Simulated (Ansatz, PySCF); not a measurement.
Gas-phase reaction in SMILES: C/C=C\C(C)C + 6 [H][H] (H2) → 6 C (CH4)
Geometries: B3LYP-D3(BJ)/def2-TZVP minima from Ansatz (an electronic-structure program), one conformer each, not searched for the lowest. Frequencies are from Ansatz or PySCF.
Geometry of the first species:
```
C
H 1 1.0922
C 1 1.5021 2 109.37
C 3 1.3308 1 128.21 2 -0.26
H 4 1.0866 3 117.34 1 -179.97
H 3 1.0884 4 117.53 5 0.00
C 4 1.4977 5 114.93 3 -179.97
H 7 1.0888 4 112.89 5 -179.99
H 7 1.0940 8 107.90 2 -122.54
H 7 1.0940 8 107.89 9 -114.74
C 1 1.5339 2 107.92 8 120.51
H 11 1.0910 1 111.12 2 -59.74
H 11 1.0923 12 108.36 1 -122.10
H 11 1.0932 12 107.84 13 -116.44
C 1 1.5340 2 107.92 8 -119.75
H 15 1.0910 1 111.12 2 59.72
H 15 1.0923 16 108.36 1 122.10
H 15 1.0932 16 107.83 17 116.45
```

Quantity: energy of full hydrogenation (enthalpy at 298 K, with B3LYP-D3(BJ) rigid-rotor harmonic-oscillator terms), in kcal/mol. Correlated levels leave the core frozen unless marked. No spin-orbit coupling. No relativistic terms. CBS marks a two-point X^-3 extrapolation of the correlation energy; Hartree-Fock from the larger set.

From measured enthalpies of formation at 298 K: -93.1 kcal/mol (C/C=C\C(C)C -13.7, CRC Handbook; [H][H] (H2) 0.0, ATcT 1.112; C (CH4) -17.8, ATcT 1.112). It holds spin-orbit effects, and any other conformers, which the calculations lack, and core correlation, which the frozen-core levels lack. This is an older compilation, not checked against later work.

Q: Rank these levels by their absolute error against the measured value, smallest first: HF/6-31G* (Ansatz); CCSD/cc-pVDZ (Ansatz); CCSD(T)/CBS(cc-pVTZ,cc-pVQZ) (Ansatz).

A: CCSD(T)/CBS(cc-pVTZ,cc-pVQZ) (-94.8 kcal/mol, error -1.7), CCSD/cc-pVDZ (-99.3 kcal/mol, error -6.2), HF/6-31G* (-123.6 kcal/mol, error -30.5)
